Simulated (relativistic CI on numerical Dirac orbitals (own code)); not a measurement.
Slater and spin-orbit integrals, Sb IV

Computed by Dirac-Coulomb-Breit CI, KLI orbitals optimised for each configuration, QED by a radiative potential, valence Slater integrals scaled by 0.85, P86 correlation energy added to each configuration (own radial code, finite nucleus).

Slater integrals F^k, G^k are unscaled and averaged over j, outside the closed core [Kr] 4d10; ζ comes from projecting the Hamiltonian with its Breit term on Σ l·s of the shell.

- 5s 5p: G^1(5s,5p) = 59192, ζ(5p) = 4999.4 cm⁻¹; <r>(5s) = 2.031, <r^2>(5s) = 4.629, <r>(5p) = 2.38, <r^2>(5p) = 6.364 (bohr units).
- 5p2: F^2(5p,5p) = 45178, ζ(5p) = 4962.6 cm⁻¹; <r>(5p) = 2.376, <r^2>(5p) = 6.348 (bohr units).
- 5s 5d: G^2(5s,5d) = 21099, ζ(5d) = 317.17 cm⁻¹; <r>(5s) = 2.008, <r^2>(5s) = 4.532, <r>(5d) = 3.329, <r^2>(5d) = 12.45 (bohr units).

In this model ζ of a weakly bound d, f or g electron outside closed shells comes out too small, for d by up to a factor of two or three and at times with the wrong sign; that of an outer p electron is too small as well.

Correlation outside the listed configurations is missing or only estimated: errors of thousands of cm⁻¹ between configurations and terms are usual at this charge. Rates and lifetimes follow the computed energies and can be off by large factors. The fine structure of a lone outer electron comes out too small, for d and f at times inverted, and misplaced configurations move strength between like terms. 20 of the 20 excited levels that our extract of the measured tables holds in this range could be paired (the sources list more); they are missed by 3608 cm⁻¹ on average and 7793 at most, and levels without a partner can miss by more.

Averages of the first 10 configurations, taken without configuration mixing, which lowers the lowest level and can move excited configurations by several eV; other configurations of the list can lie among them:

```json
{"Configuration": "5s2", "Parity": "even", "States": "1", "Average energy above the lowest level (eV)": "0.6"}
{"Configuration": "5s 5p", "Parity": "odd", "States": "12", "Average energy above the lowest level (eV)": "9.2"}
{"Configuration": "5p2", "Parity": "even", "States": "15", "Average energy above the lowest level (eV)": "19.9"}
{"Configuration": "5s 5d", "Parity": "even", "States": "20", "Average energy above the lowest level (eV)": "22.0"}
{"Configuration": "5s 5f", "Parity": "odd", "States": "28", "Average energy above the lowest level (eV)": "33.8"}
{"Configuration": "5d2", "Parity": "even", "States": "45", "Average energy above the lowest level (eV)": "45.3"}
{"Configuration": "5s 5g", "Parity": "even", "States": "36", "Average energy above the lowest level (eV)": "34.5"}
{"Configuration": "5s 6s", "Parity": "even", "States": "4", "Average energy above the lowest level (eV)": "23.0"}
{"Configuration": "5p 5d", "Parity": "odd", "States": "60", "Average energy above the lowest level (eV)": "32.2"}
{"Configuration": "5s 6p", "Parity": "odd", "States": "12", "Average energy above the lowest level (eV)": "26.4"}
```
